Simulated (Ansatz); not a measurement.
```xyz
17

C    -0.103   -0.282   -1.970
Si   -0.097    0.288   -0.195
C    -1.791    0.761    0.425
C     1.196    1.586    0.151
Sn    0.601   -1.777    1.199
Cl    0.707   -1.368    3.492
Cl   -0.847   -3.592    0.980
Cl    2.703   -2.619    0.643
H    -0.814   -1.097   -2.123
H    -0.391    0.547   -2.624
H     0.886   -0.628   -2.279
H    -1.768    1.013    1.488
H    -2.507   -0.051    0.281
H    -2.155    1.636   -0.123
H     0.963    2.498   -0.408
H     2.189    1.247   -0.151
H     1.229    1.839    1.213
```

The species carries charge 0 and has multiplicity 1. Sn: def2 effective core potential.

Problem. List the PBE/def2-TZVPP orbital energies in eV (the Gaussian-basis code of Ansatz). (An estimate is asked.)

Solution. The calculation gave: Occupied: -2738.63, -2738.63, -2738.63, -1780.41, -269.26, -269.26, -269.26, -249.18, -249.18, -249.18, -189.88, -189.88, -189.88, -189.71, -189.71, -189.71, -189.71, -189.71, -189.71, -138.12, -134.26, -94.93, -94.81, -94.81, -90.21, -90.21, -90.12, -26.73, -26.73, -26.57, -26.56, -26.56, -20.20, -19.57, -19.57, -18.58, -17.63, -17.63, -13.06, -11.78, -10.98, -10.83, -10.83, -10.42, -10.42, -10.10, -9.21, -9.21, -8.40, -8.33, -8.33, -7.74, -7.74, -7.46, -7.46, -7.31, -6.85. Lowest empty: -2.44, -1.40, -1.40, -0.43, 0.63, 0.88, 0.88, 1.13.
